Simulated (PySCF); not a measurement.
## Computed vibrations of DyH3(H2O)

DyH3(H2O) (singlet in the valence; each metal's 4f electrons, 9 of them, lie in its core potential, out of spins and levels). PySCF 2.14.0, RKS PBE0, Dy lcecp-1-SVP with ECP55, H def2-SVP, O def2-SVP; non-relativistic Hamiltonian with scalar-relativistic core potentials where named; density fitting; no spin-orbit coupling. Central differences of gradients.

```xyz
7

Dy    0.1194   -0.1491    0.1162
H     0.4873    1.8786    0.4834
H    -0.8348   -1.2034    1.5402
H     1.4987   -1.1528   -0.9528
O    -1.1729    1.3254   -1.1007
H    -0.5866    1.9665   -0.5547
H    -1.3794    1.7232   -1.9532
```

Run from Python with OMP_NUM_THREADS=2. Where DIIS fails, smearing, a level shift and second-order steps follow.
It took 62 s on 2 threads of Arm Neoverse V2, on a shared host.

Question: What are the harmonic wavenumbers and infrared intensities?

Answer: Negative numbers are unstable modes, those under 60 cm⁻¹ near the noise; a finer grid moves soft modes by up to 10 cm⁻¹.
| cm⁻¹ | km/mol | symmetry |
| --- | --- | --- |
| 144 | 88.5 |  |
| 224 | 161.8 |  |
| 258 | 254.0 |  |
| 277 | 79.8 |  |
| 438 | 62.9 |  |
| 516 | 552.1 |  |
| 552 | 415.8 |  |
| 711 | 268.5 |  |
| 964 | 88.0 |  |
| 1316 | 539.0 |  |
| 1432 | 895.5 |  |
| 1478 | 309.3 |  |
| 1554 | 103.5 |  |
| 2832 | 616.0 |  |
| 3923 | 201.0 |  |

Question: Is this a minimum?

Answer: Yes. Ideal gas at 298.15 K and 1 bar: S = 329.0 J/(mol K), Cp = 85.6 J/(mol K), H − H(0 K) = 17.7 kJ/mol (rigid rotor, harmonic modes, spin degeneracy alone, that of the 4f electrons in the core included).

An lcecp potential fixes the number of 4f electrons, so in runs with it no electron can move into or out of that shell.
